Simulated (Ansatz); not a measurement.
A relaxation, step by step

Si2H6SO, singlet, PBE0-D4/def2-TZVP (Ansatz 0.2.0). Settings:

```yaml
hamiltonian: {xc: pbe0, dispersion: d4}
relax: {f_tol: 0.005, max_steps: 200}
```

Start, a step off a saddle point along its unstable mode:

```tsv
atom	x (Å)	y (Å)	z (Å)
Si1	-0.2458	0.0434	-0.6921
O2	1.2605	0.7679	-0.9087
S3	0.4271	-1.5939	-1.8057
H4	1.3149	-0.5529	-1.6511
H5	-1.2644	0.9307	-1.3221
Si6	-0.6436	-0.2451	1.6020
H7	1.3137	1.5291	-1.4955
H8	-0.7653	1.0976	2.2311
H9	0.5030	-0.9751	2.1997
H10	-1.9001	-1.0019	1.8426
```

| step | energy less the last (meV) | largest force component (eV/Å) |
| --- | --- | --- |
| 1 | 1129.3 | 1.955 |
| 2 | 796.6 | 1.394 |
| 3 | 522.7 | 1.418 |
| 4 | 302.1 | 1.101 |
| 5 | 216.3 | 1.060 |
| 6 | 182.8 | 0.395 |
| 7 | 124.1 | 0.262 |
| 8 | 68.5 | 0.452 |
| 9 | 58.9 | 1.004 |
| 10 | 9.0 | 0.219 |
| 11 | 2.4 | 0.082 |
| 12 | 0.7 | 0.030 |
| 13 | 0.3 | 0.020 |
| 14 | 0.1 | 0.026 |
| 15 | 0.0 | 0.007 |
| 16 | 0.0 | 0.007 |
| 17 | 0.0 | 0.001 |

Step 2, positions (Å) and forces (eV/Å):

```tsv
atom	x	y	z	Fx	Fy	Fz
Si1	-0.235	0.034	-0.711	0.085	0.432	0.204
O2	1.258	0.819	-0.866	-0.219	1.050	0.247
S3	0.367	-1.658	-1.815	0.142	0.293	0.112
H4	1.345	-0.658	-1.696	0.138	-1.394	-0.733
H5	-1.282	0.889	-1.344	-0.027	-0.079	-0.038
Si6	-0.623	-0.228	1.583	-0.028	-0.067	-0.043
H7	1.287	1.636	-1.381	-0.069	-0.201	0.243
H8	-0.738	1.110	2.226	-0.008	0.001	-0.023
H9	0.511	-0.968	2.194	-0.003	-0.014	0.007
H10	-1.889	-0.976	1.809	-0.011	-0.023	0.023
```

Step 4, positions (Å) and forces (eV/Å):

```
atom       x       y       z      Fx      Fy      Fz
 Si1  -0.189   0.120  -0.677  -0.270  -0.109   0.183
  O2   1.210   0.995  -0.691   0.152   1.101  -0.845
  S3   0.310  -1.658  -1.785   0.376   0.579   0.028
  H4   1.464  -0.933  -1.937  -0.345  -0.721  -0.125
  H5  -1.290   0.897  -1.339   0.115  -0.130   0.004
 Si6  -0.630  -0.221   1.597  -0.071  -0.016  -0.138
  H7   1.278   1.641  -1.424   0.021  -0.607   0.787
  H8  -0.790   1.100   2.259  -0.016   0.038   0.011
  H9   0.512  -0.936   2.206   0.083  -0.077   0.073
 H10  -1.875  -1.005   1.789  -0.045  -0.059   0.021
```

Step 7, positions (Å) and forces (eV/Å):

```csv
atom,x,y,z,Fx,Fy,Fz
Si1,-0.156,0.273,-0.667,0.202,-0.081,-0.032
O2,1.176,1.244,-0.762,-0.038,0.068,0.003
S3,0.190,-1.561,-1.764,0.129,0.172,-0.061
H4,1.535,-1.425,-1.699,-0.262,-0.021,0.103
H5,-1.312,0.960,-1.304,-0.103,-0.093,-0.033
Si6,-0.585,-0.230,1.575,0.023,0.044,0.007
H7,1.239,1.802,-1.541,0.042,-0.063,0.035
H8,-0.826,0.997,2.382,-0.009,-0.001,-0.011
H9,0.548,-0.985,2.170,0.011,-0.013,-0.016
H10,-1.809,-1.076,1.611,0.005,-0.012,0.006
```

Last step (17):

```xyz
10
angstrom
Si -0.1857 0.3774 -0.7233
O 1.0148 1.5055 -0.7013
S 0.2809 -1.3270 -1.9311
H 1.2655 -1.7714 -1.1308
H -1.4142 0.8889 -1.3907
Si -0.5273 -0.2514 1.4992
H 1.3617 1.7940 -1.5483
H -0.7346 0.9278 2.3811
H 0.6615 -1.0110 1.9730
H -1.7224 -1.1327 1.5723
```

Hardware: 4 CPU threads of an Intel Xeon 6975P-C, shared host. Wall time about 25 s.
